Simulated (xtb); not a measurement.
xtb input:

```bash
xtb mol.xyz --gfn 1 --sp --chrg 1 --uhf 0
```
mol.xyz:
```
17

C     -2.52971093     0.05714897    -0.39430108
C     -1.33455279    -0.62405913     0.26435911
C     -0.01600221    -0.01635351     0.03044103
O     -0.00418030     1.19155242    -0.37852481
C      1.24785494    -0.74800677     0.25943247
C      2.52233321     0.08806350     0.24169161
H     -2.63704868     1.08833915    -0.06303740
H     -2.43609655     0.04944614    -1.47989648
H     -3.43660476    -0.48184017    -0.12816194
H     -1.43489300    -0.61069924     1.36369638
H     -1.25954720    -1.68842051     0.02161593
H      1.13171233    -1.31513339     1.18893125
H      1.26856386    -1.52299558    -0.52170699
H      3.38177233    -0.55646580     0.41545845
H      2.52369684     0.84527644     1.02813173
H      2.69267191     0.56600518    -0.72741104
H      0.89968193     1.55331009    -0.47916017
```

Q: Which total energy does the run end on?

A: -20.72974 Eh (GFN1-xTB).

It need not be the lowest isomer of its formula.
